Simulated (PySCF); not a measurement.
GaO: energy against distance

Set-up: Ga aug-pcseg-1, O aug-pcseg-1; no relativity (PySCF 2.14). Energies in eV from Ga + O in their ground configurations at the same level. State: ²Σ⁺ (doublet), unpaired electrons σ ↑.

All columns are PBE0. A positive dipole means Ga(−)O(+).

```
R (Å)  E (eV)  μ (D)  Mulliken charge on Ga (basis-dependent)  HOMO (eV)  LUMO (eV)  Mayer bond order  ⟨S²⟩
1.488  -2.884  -3.52                                     0.96      -7.91      -4.34              1.35  0.76
1.557  -3.553  -3.70                                     0.91      -8.03      -4.44              1.35  0.76
1.626  -3.905  -3.84                                     0.87      -8.13      -4.49              1.33  0.76
1.678  -4.024  -3.92                                     0.84      -8.09      -4.50              1.29  0.76
1.730  -4.055  -3.99                                     0.82      -7.95      -4.48              1.24  0.76
1.782  -4.023  -4.07                                     0.80      -7.82      -4.44              1.18  0.77
1.851  -3.914  -4.18                                     0.77      -7.64      -4.36              1.09  0.77
1.938  -3.712  -4.38                                     0.74      -7.42      -4.22              0.97  0.77
2.041  -3.419  -4.70                                     0.72      -7.14      -4.02              0.85  0.77
2.180  -2.998  -5.25                                     0.70      -6.77      -3.75              0.73  0.77
```

A fit through these points gives, at Re = 1.727 Å, μ = -3.99 D and dμ/dR = -1.40 D/Å; the reduced mass is 12.98 u.

Q: How strong is the fundamental in the double-harmonic approximation, I = 42.26·(dμ/dR)²/μred km/mol?

A: I = 42.26·(-1.40)²/12.98 = 6.38 km/mol at PBE0.

Spin–orbit coupling is left out. The state is the lowest determinant that a PBE0 search found; another state may lie lower at other levels.
